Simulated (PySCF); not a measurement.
Relaxation of singlet H₃IS

All numbers come from PBE0 in PySCF with I def2-TZVP with ECP28, S def2-TZVP, H def2-TZVP; scalar-relativistic core potentials, no spin–orbit coupling; density-fitted integrals. A (50,194) grid was used.

A start displaced from a saddle point along its imaginary mode, with no symmetry imposed:

Coordinates in bohr (charge 0 multiplicity 1):
```
I    -0.0007    0.6933    0.4896
S    -0.0017   -2.8065   -1.9907
H     2.9267   -0.3696    1.9569
H    -2.9019   -0.5008    2.0192
H     0.1221    2.6020   -2.4677
```

**Question.** What does it relax to?

**Answer.** It ends at Cs with I–H 1.683 Å, I–H 1.760 Å (×2), I–S 2.278 Å; H–I–H 82.0° (×2), H–I–H 158.1°, H–I–S 88.8° (×2), H–I–S 126.5°. A frequency run shows a minimum. Other isomers or separated fragments may lie lower.

**Question.** How much energy is released, and in how many steps?

**Answer.** 160.5 kJ/mol in 14 steps.
